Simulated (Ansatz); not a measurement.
**Reading a saddle point**

A first-order saddle point of CH7NZn, closed shell, PBE0-D4/def2-TZVP, with one imaginary mode of 1374i cm⁻¹:

```
10
angstrom
Zn -0.0286 0.0884 -0.0501
H -1.0157 -0.0080 -1.7265
C 0.5357 1.6417 0.9755
H -0.8131 -0.9546 -1.4220
N -0.2634 -1.8312 -0.5253
H 1.0507 2.3560 0.3291
H -0.3345 2.1460 1.4028
H 1.2066 1.3647 1.7909
H 0.5379 -2.3852 -0.8036
H -0.8756 -2.4180 0.0292
```

Computed with Ansatz 0.2.0 (basis: def2-TZVPP and def2-QZVPP); correlated methods freeze the cores. The 3s and 3p shells of Cu and Zn are frozen; filled d shells are correlated. Extrapolation: Hartree–Fock as exp(−7.88 √X), correlation as X^−2.97.

(1) Which contacts change along the imaginary mode, and what lies on either side? (Judge from chemistry; the calculation decides.)

(2) Which side is lower, and how far does the saddle lie above each? (An estimate is asked for; the value comes from the calculation.)

No T1 diagnostic of these runs exceeds 0.014.

Results:

(1) Computed: The step is CH₄Zn ([CH3][ZnH]) + NH₃ → CH₅NZn ([CH3][Zn][NH2]) + H₂, with the molecules in contact on both sides. Shortening one way: Zn1–N5, H2–H4; lengthening the same way: Zn1–H2, H4–N5.
```
  pair  one side (Å)  saddle (Å)  other side (Å)
Zn1–N5          2.31        1.99            1.83
 H2–H4          3.10        1.01            0.75
Zn1–H2          1.57        1.95            4.49
 H4–N5          1.01        1.37            2.61
```

(2) By the calculation: The side with Zn1–H2, H4–N5 short is lower by 8.45 kcal/mol; the saddle lies 36.13 kcal/mol above it and 27.68 kcal/mol above the other (CCSD(T) at an estimated basis limit (MP2 extrapolated from triple and quadruple zeta, plus CCSD(T) − MP2 in triple zeta); electronic energies).

The step is the kind of exchange with an N–H group that builds nitride films in atomic layer and chemical vapour deposition.

Labels in which every atom is bracketed show which atoms are joined, not bond orders.

For scale, one of the runs: CCSD(T)/def2-TZVPP, 224 basis functions, launched by `ansatz run in.yaml --threads 4 --pin off --events-out ev --progress --plain --max-ram 9574MiB`. Hardware: 4 CPU threads of an Arm Neoverse V2, shared host. Wall time 69 s; peak host memory 3.6 GiB.
